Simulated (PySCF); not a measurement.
A geometry optimisation on `[AlH3-][BiH3+]`.

Method: PBE0-D3(BJ)/def2-SVP geometry optimisation, gas phase, def2 core potentials past Kr (PySCF 2.14.0). Start geometry: GFN2-xTB. A driver script takes a list of jobs; this job's settings line and coordinates (Å) are shown.

Input:
```
{"job": {"xc": "PBE0", "basis": "def2-SVP", "d3": "d3bj", "grid": 1, "maxiter": 30, "shake": 0.01, "kind": "geom"}, "charge": 0, "multiplicity": 1}
Al    -1.707790    -0.118560     0.050250
Bi     1.007530     0.177300    -0.011480
H     -1.873080     0.459090    -1.425920
H     -1.822230     0.873610     1.273480
H     -1.621610    -1.648250     0.270050
H      2.061500    -0.237510     1.335410
H      1.858100    -0.979590    -1.035480
H      2.152730     1.454760    -0.508780
```

Output:
```
step   0  E = -460.39071259  max force = 0.022554
step   1  E = -460.39607494  max force = 0.009492
step   2  E = -460.39669514  max force = 0.003211
step   3  E = -460.39688507  max force = 0.001107
step   4  E = -460.39691916  max force = 0.000558
step   5  E = -460.39694307  max force = 0.000951
step   6  E = -460.39696727  max force = 0.000795
step   7  E = -460.39699056  max force = 0.000875
step   8  E = -460.39701535  max force = 0.000557
step   9  E = -460.39702670  max force = 0.000393
optimisation converged
```

Energies in Eh; «max force» is the largest Cartesian gradient component in Eh/bohr.

**Question.** Give the first gradient maximum in eV/Å.

**Answer.** With 1 Eh/bohr = 51.422 eV/Å, 1.160 eV/Å.

In short: final energy -460.39703 Eh after 9 steps; dipole 2.07 D.

The run took 22 s of wall time on Intel Xeon Platinum 8488C, one thread, shared host, and the process peaked at 0.33 GiB of memory.
Labels such as C1 count atoms from 1, the log's own numbers from 0.
